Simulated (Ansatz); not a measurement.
Ansatz (a program for electronic structure) input (B3LYP/6-31G* with LANL2DZ past Ar): The .json file joins the Basis Set Exchange's 6-31G* for atoms up to Ar and LANL2DZ past it.

Ansatz 0.2 input:
```yaml
crystal:
  periodic: [false, false, false]
  atoms:
    - {symbol: Y, position_ang: [0.27805011, 0.16573761, 0.05928043]}
    - {symbol: F, position_ang: [-1.03189510, 0.77800633, -1.29326829]}
    - {symbol: F, position_ang: [-0.17298869, -1.49620264, 1.03638641]}
basis:
  gaussian:
    orbitals: 6-31Gs+LANL2DZ.json
hamiltonian:
  xc: {name: B3LYP}
magnetization: {spin_polarized: true, initial_magnetization: 1}
relax: {f_tol: 0.003, max_steps: 120}
```

From the last part of the output:

```
reference -6469.80947118 eV, -237.7611126716 hartree; 15, 14 occupied and 37, 38 virtual orbitals, 575 factors
relax step   2: F+E_penalty+E_count = -6469.80925547 eV  Δ(F+E_penalty+E_count) = -1.430e-2 eV  max|allowed force component| = 1.090e-1 eV/Å  Δτ_max = 0.0336 Å  (34 SCF iters, accepted)
these checks for a lower state are left out or cut short: starts, cluster_reference, orbital_swaps, neighbouring_geometries, increment
integrals: 0.01 GiB planned
575 factors; integrals over basis functions are off by at most 2.2e-4 eV
mean field: 0.20 GiB planned
mean field -6469.81105155 eV, -237.7611707491 hartree, gradient 1.4e-5 eV, S^2 0.750257; 0 other end points of the search recorded, 0 dependent functions left out
the calculation of the forces begins
reference -6469.81126741 eV, -237.7611786819 hartree; 15, 14 occupied and 37, 38 virtual orbitals, 575 factors
relax step   3: F+E_penalty+E_count = -6469.81105155 eV  Δ(F+E_penalty+E_count) = -1.796e-3 eV  max|allowed force component| = 1.434e-2 eV/Å  Δτ_max = 0.0199 Å  (34 SCF iters, accepted)
these checks for a lower state are left out or cut short: starts, cluster_reference, orbital_swaps, neighbouring_geometries, increment
integrals: 0.01 GiB planned
575 factors; integrals over basis functions are off by at most 2.2e-4 eV
mean field: 0.20 GiB planned
mean field -6469.81117087 eV, -237.7611751339 hartree, gradient 2.3e-5 eV, S^2 0.750258; 0 other end points of the search recorded, 0 dependent functions left out
the calculation of the forces begins
reference -6469.81138676 eV, -237.7611830677 hartree; 15, 14 occupied and 37, 38 virtual orbitals, 575 factors
relax step   4: F+E_penalty+E_count = -6469.81117087 eV  Δ(F+E_penalty+E_count) = -1.193e-4 eV  max|allowed force component| = 1.717e-3 eV/Å  Δτ_max = 0.0080 Å  (28 SCF iters, accepted)
integrals: 0.01 GiB planned
575 factors; integrals over basis functions are off by at most 2.2e-4 eV
mean field: 0.20 GiB planned
mean field evaluation 64: about -6469.8112 eV, gradient 5.1e-3 eV
mean field -6469.81117087 eV, -237.7611751339 hartree, gradient 2.3e-5 eV, S^2 0.750258; 3 other end points of the search recorded, 0 dependent functions left out
the calculation of the forces begins
reference -6469.81138676 eV, -237.7611830677 hartree; 15, 14 occupied and 37, 38 virtual orbitals, 575 factors
Total energy: -6469.81138676 eV, -237.7611830677 hartree
Atom 0 at     0.304206     0.181329     0.064857 Å, force    -0.001717    -0.001024    -0.000366 eV/Å
Atom 1 at    -1.030154     0.730973    -1.255862 Å, force     0.000846     0.000547     0.000147 eV/Å
Atom 2 at    -0.200886    -1.464760     0.993404 Å, force     0.000872     0.000477     0.000219 eV/Å
Dipole moment:     0.478990     0.285512     0.102121 e Å
```
